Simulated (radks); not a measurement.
Valence configurations of Sb II (all share [Kr]). Calculated with a radial shooting solver on a logarithmic mesh with Libxc functionals: non-relativistic Kohn-Sham, PBEsol, spin-polarised, spherical densities, point nucleus; open shells are filled with parallel spins first (spin-orbit coupling, left out, can overturn this in heavy ions); relativity is left out, which matters for an element this heavy. Energies are relative to 4d10 5s2 5p2; eigenvalues in eV for spin up.

| valence | E (eV) | moment (Bohr magnetons) | e(4d) | e(5p) | e(5s) |
|---|---|---|---|---|---|
| 4d10 5s2 5p2 | 0.000 | 2 | -43.648 | -12.673 | -20.236 |
| 4d9.5 5s2 5p2.5 | 15.901 | 3 | -47.101 | -13.545 | -21.451 |
| 4d8 5s2 5p4 | 72.192 | 4 | -57.560 | -15.630 | -24.507 |
| 4d9.5 5p4.5 | 32.747 | 2 | -49.454 | -14.358 | - |
| 4d10 5s1.5 5p2.5 | 2.827 | 3 | -44.206 | -13.159 | -20.816 |
| 4d7.5 5s2 5p4.5 | 93.423 | 4 | -61.047 | -16.220 | -25.403 |
| 4d9 5s2 5p3 | 32.841 | 4 | -50.540 | -14.383 | -22.620 |
| 4d10 5p4 | 15.441 | 2 | -46.045 | -13.765 | - |
| 4d10 5s1 5p3 | 5.287 | 4 | -44.715 | -13.583 | -21.337 |
| 4d8 5s1 5p5 | 80.921 | 4 | -58.682 | -16.136 | -25.167 |

NIST lists [Kr] 4d10 5s2 5p2 as the ground configuration; this level of theory agrees among the configurations tried. The energies are those of spherical high-spin densities, not of single terms. Relativity is left out, which favours d and f over s occupation in heavy atoms.
